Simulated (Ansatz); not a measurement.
```xyz
10

N    -0.173   -0.742    2.656
C    -0.400   -0.244    1.416
C    -0.679    0.228    0.346
O    -0.996    0.743   -0.806
Ge    0.233    0.549   -2.130
H     0.596   -0.310    3.147
H    -0.114   -1.749    2.699
H     1.519    1.238   -1.659
H     0.434   -0.956   -2.343
H    -0.419    1.245   -3.327
```

Charge 0, multiplicity 1.

(1) List the ωB97M-V/def2-TZVPP orbital energies in eV (the Gaussian-basis code of Ansatz). (An estimate is asked.)

Results:

(1) The calculation gave: Occupied: -10867.31, -1363.12, -1210.86, -1210.83, -1210.83, -527.00, -394.96, -282.16, -281.48, -174.94, -124.24, -124.15, -124.14, -37.15, -36.98, -36.97, -36.89, -36.89, -31.97, -28.09, -22.72, -19.57, -17.51, -16.82, -16.33, -14.49, -14.37, -12.33, -12.10, -12.08, -8.85, -7.96. Lowest empty: 1.62, 2.38, 2.65, 3.28, 3.41, 4.05, 4.86, 5.58.
